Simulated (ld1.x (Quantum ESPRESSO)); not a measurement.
## Reading a pseudo-wave (Ce (Z = 58))

Columns: radius, all-electron u(r) and pseudo u(r) of the 4f shell (level -11.41 eV) of cerium in the configuration [Kr] 4d10 4f0 5s2 5p6 5d2 6s2 6p0; PBE, scalar-relativistic, TM semilocal scheme, ld1.x (Quantum ESPRESSO) 7.5.

```csv
r (bohr),all-electron,pseudo
0.174,0.1844,0.0405
0.348,0.6402,0.4042
0.522,0.9299,0.9346
0.696,1.0042,1.0995
0.870,0.9517,0.9864
1.044,0.8480,0.8499
1.218,0.7328,0.7328
1.392,0.6227,0.6227
1.566,0.5231,0.5231
1.740,0.4361,0.4361
1.914,0.3618,0.3618
2.088,0.2993,0.2993
2.262,0.2473,0.2473
2.436,0.2044,0.2044
2.610,0.1691,0.1691
2.784,0.1400,0.1400
2.958,0.1162,0.1162
3.132,0.0966,0.0966
3.306,0.0804,0.0804
3.480,0.0671,0.0671
3.654,0.0561,0.0561
3.828,0.0470,0.0470
4.002,0.0393,0.0393
4.176,0.0330,0.0330
4.350,0.0277,0.0277
4.524,0.0233,0.0233
```

Task: How many radial nodes do the two functions have?

Result: The all-electron 4f function has n − l − 1 = 0; the pseudo-wave has 0.

Task: At about which radius was the pseudo-wave matched?

Result: 1.20 bohr, where the columns begin to agree (steps of 0.17 bohr).

Task: Where does each function peak?

Result: Outermost all-electron maximum near 0.70 bohr, pseudo maximum near 0.70 bohr (to the table’s step).

Task: Is the pseudo-wave norm-conserving?

Result: Yes: the TM semilocal scheme keeps the norm inside the radius equal to the all-electron one, which fixes the energy derivative of the logarithmic derivative at the level.
